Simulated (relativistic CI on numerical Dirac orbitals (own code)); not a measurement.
## Mn⁵⁺: 2p photoemission

Computed with this model: Dirac-Coulomb-Breit CI, KLI orbitals optimised for each configuration, QED by a radiative potential, valence Slater integrals scaled by 0.9, multiplet model of photoemission in the sudden approximation; configurations [Ar] 3d2 → [He] 2s2 2p5 3s2 3p6 3d2; 300 K; Lorentzian 0.5 eV and Gaussian 0.6 eV FWHM. Energies are those of the free ion, without screening or charge transfer. The energies are binding energies and can lie tens of eV above those of solids. S is read from ⟨S²⟩ = S(S + 1).

Field parameters in Wybourne normalisation: Oh B⁴₀ = 21Dq, B⁴₄ = √(5/14) B⁴₀. The field is a parameter set, without covalency.

free ion: ground-state S = 1.00, centroid 751.46 eV. Peaks (eV, height): 746.1 (57), 747.7 (100), 750.6 (12), 752.3 (9), 753.8 (7), 758.3 (38), 759.4 (26), 763.2 (20).

Oh, 10Dq = 5900 cm⁻¹: ground-state S = 1.00, centroid 751.49 eV. Peaks (eV, height): 746.3 (76), 747.8 (100), 750.9 (13), 752.7 (9), 754.0 (10), 758.3 (49), 763.1 (16).

Oh, 10Dq = 16200 cm⁻¹: ground-state S = 1.00, centroid 751.51 eV. Peaks (eV, height): 746.3 (79), 747.9 (100), 751.0 (11), 752.1 (8), 754.7 (11), 758.2 (55), 758.8 (51), 762.2 (7), 763.8 (11).

Oh, 10Dq = 26550 cm⁻¹: ground-state S = 1.00, centroid 751.52 eV. Peaks (eV, height): 746.3 (78), 747.9 (100), 752.0 (8), 753.5 (6), 755.8 (11), 758.4 (56), 759.1 (47), 762.8 (7), 764.7 (6).

Oh, 10Dq = 36900 cm⁻¹: ground-state S = 1.00, centroid 751.52 eV. Peaks (eV, height): 746.2 (78), 748.0 (100), 750.0 (13), 753.3 (7), 755.0 (7), 756.4 (17), 758.7 (53), 761.4 (8).

Strongest unbroadened transitions for Oh, 10Dq = 36900 cm⁻¹:

| Energy (eV) | Relative strength |
| --- | --- |
| 746.18 | 58.4 |
| 746.21 | 100.0 |
| 747.06 | 18.7 |
| 747.17 | 72.7 |
| 747.38 | 55.7 |
| 747.84 | 27.8 |
| 747.93 | 43.3 |
| 748.05 | 89.2 |
| 748.48 | 25.5 |
| 748.49 | 22.8 |
| 748.52 | 33.7 |
| 748.88 | 21.0 |
| 756.33 | 15.5 |
| 757.68 | 20.5 |
| 758.50 | 68.1 |
| 758.70 | 18.7 |
| 758.97 | 39.4 |
| 759.63 | 59.8 |
